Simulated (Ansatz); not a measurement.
Ansatz (a program for electronic structure) input (CCSD(T)/aug-cc-pV(D+d)Z):
A basis named .json is the Basis Set Exchange file of that set.

Ansatz 0.2 input:
```yaml
crystal:
  periodic: [false, false, false]
  atoms:
    - {symbol: Si, position_ang: [-0.01642481, 0.48679659, 0.08438707]}
    - {symbol: C, position_ang: [-1.62115156, -0.26454387, 0.10379975]}
    - {symbol: C, position_ang: [1.41739240, -0.72990395, -0.29203635]}
    - {symbol: H, position_ang: [0.06910541, 1.57007515, -0.96480087]}
    - {symbol: H, position_ang: [0.62304192, 1.20606863, 1.29093890]}
    - {symbol: H, position_ang: [-1.86005710, -1.01133117, 0.86303845]}
    - {symbol: H, position_ang: [-2.48109413, 0.34971809, -0.16317407]}
    - {symbol: H, position_ang: [1.41762143, -1.53772657, 0.44840122]}
    - {symbol: H, position_ang: [1.28755027, -1.18774002, -1.27629584]}
    - {symbol: H, position_ang: [2.39633441, -0.23752935, -0.25010703]}
basis:
  gaussian:
    orbitals: aug-cc-pV_D+d_Z.json
total_charge: -1
magnetization: {spin_polarized: false}
correlation: {method: ccsd_t, electrons: outside_noble_gas}
output: {forces: true}
```

Output:

```
Functional definition: HF
integrals: 0.36 GiB planned
1409 factors; integrals over basis functions are off by at most 1.0e-3 eV
0.83 GiB of device memory are held for the factors and their scratch space
mean field: 0.57 GiB planned
mean field evaluation 1: about -10030.2469 eV, gradient 2.8e1 eV
mean field evaluation 2: about -10030.2666 eV, gradient 2.8e1 eV
mean field evaluation 4: about -10032.8349 eV, gradient 3.6e0 eV
mean field evaluation 8: about -10032.8925 eV, gradient 2.3e-1 eV
mean field evaluation 16: about -10032.8082 eV, gradient 3.6e0 eV
mean field -10032.89311917 eV, -368.7020215905 hartree, gradient 2.7e-6 eV, S^2 0.000000; 0 other end points of the search recorded, 0 dependent functions left out
7 core orbitals not correlated
reference -10032.89311917 eV, -368.7020215905 hartree; 10, 10 occupied and 124, 124 virtual orbitals, 1409 factors
densities: 5.64 GiB planned
second order -11.90734857 eV of doubles, -0.00000000 eV of singles
coupled cluster: 2.06 GiB planned
cycle   1  -12.79697506 eV  change   -8.9e-1 eV  update   8.6e-2
cycle   2  -13.15182555 eV  change   -3.5e-1 eV  update   2.6e-2
cycle   3  -13.22775860 eV  change   -7.6e-2 eV  update   1.5e-2
cycle   4  -13.23158598 eV  change   -3.8e-3 eV  update   5.2e-3
cycle   5  -13.22907247 eV  change    2.5e-3 eV  update   3.8e-3
cycle   6  -13.22872243 eV  change    3.5e-4 eV  update   2.0e-3
cycle   7  -13.22882638 eV  change   -1.0e-4 eV  update   1.0e-3
cycle   8  -13.22879357 eV  change    3.3e-5 eV  update   5.0e-4
cycle   9  -13.22883596 eV  change   -4.2e-5 eV  update   1.9e-4
cycle  10  -13.22889310 eV  change   -5.7e-5 eV  update   8.3e-5
cycle  11  -13.22884996 eV  change    4.3e-5 eV  update   4.4e-5
cycle  12  -13.22885064 eV  change   -6.8e-7 eV  update   2.3e-5
cycle  13  -13.22884997 eV  change    6.7e-7 eV  update   1.2e-5
cycle  14  -13.22884976 eV  change    2.0e-7 eV  update   6.2e-6
cycle  15  -13.22885342 eV  change   -3.7e-6 eV  update   3.1e-6
cycle  16  -13.22885447 eV  change   -1.0e-6 eV  update   1.5e-6
perturbative correction -0.46847261 eV, -0.0172160508 hartree
the calculation of the forces begins
0.83 GiB of device memory are held for the factors and their scratch space
Total energy: -10046.59044625 eV, -369.2053890761 hartree
Atom 0 at    -0.016425     0.486797     0.084387 Å, force     0.564694     0.336716    -0.000548 eV/Å
Atom 1 at    -1.621152    -0.264544     0.103800 Å, force    -0.116677    -0.194412    -0.156460 eV/Å
Atom 2 at     1.417392    -0.729904    -0.292036 Å, force    -0.245180     0.235686     0.060514 eV/Å
Atom 3 at     0.069105     1.570075    -0.964801 Å, force    -0.015322     0.078132    -0.079969 eV/Å
Atom 4 at     0.623042     1.206069     1.290939 Å, force    -0.003232     0.025491     0.073544 eV/Å
Atom 5 at    -1.860057    -1.011331     0.863038 Å, force    -0.124467    -0.401429     0.357126 eV/Å
Atom 6 at    -2.481094     0.349718    -0.163174 Å, force    -0.440105     0.297297    -0.156396 eV/Å
Atom 7 at     1.417621    -1.537727     0.448401 Å, force     0.002860    -0.377182     0.337819 eV/Å
Atom 8 at     1.287550    -1.187740    -1.276296 Å, force    -0.053058    -0.222288    -0.455473 eV/Å
Atom 9 at     2.396334    -0.237529    -0.250107 Å, force     0.430486     0.221990     0.019842 eV/Å
Dipole moment:     0.677179    -0.045744     0.019037 e Å
```

It need not be the lowest isomer of its formula. Whether it binds its extra electron was not tested at this geometry.
